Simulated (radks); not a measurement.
The numbers below are computed, except where a source is named.
Problem. The table gives one normalised radial function P(r) = r R(r) (large component) of Au+ in [Kr] 4d10 4f14 5s2 5p5 5d10 6s1 (r in bohr). Code: a radial shooting solver on a logarithmic mesh with Libxc functionals. Model: Dirac Kohn-Sham, PBE, spin-unpolarised, spherical densities, point nucleus; open shells fill j = l - 1/2 first.

r,P
0.001622,0.0000
0.002216,0.0000
0.003027,0.0001
0.004135,0.0003
0.005649,0.0007
0.007717,0.0016
0.01054,0.0038
0.0144,0.0087
0.01968,0.0190
0.02688,0.0396
0.03673,0.0774
0.05017,0.1381
0.06854,0.2170
0.09364,0.2820
0.1279,0.2649
0.1748,0.0956
0.2388,-0.1987
0.3262,-0.4193
0.4456,-0.3183
0.6088,0.1243
0.8317,0.6323
1.136,0.8850
1.552,0.7993
2.121,0.5324
2.897,0.2667
3.958,0.0961
5.407,0.0224
7.387,0.0028
10.09,0.0002

Which n and l does it have? It may be an empty orbital.

Solution. n = 5, l = 2: the number of nodes gives n - l - 1 = 2, the rise at small r points to l (this Dirac orbital starts as r^gamma with gamma = sqrt((l + 1)^2 - (Z/c)^2) = 2.94; the j = 5/2 orbital of l + 1 starts with the same power, but with a smaller coefficient, and then steepens), and the extent must fit the shell. The curve is that of 5d5/2; the two j differ most near the nucleus, where j = l - 1/2 has the larger amplitude, and in heavy atoms j = l - 1/2 is also the more compact. 5d5/2: eigenvalue -17.859 eV, 2 radial nodes at r = 0.195, 0.565 bohr, <r> = 1.53 bohr, 90 % of the charge inside 2.37 bohr.
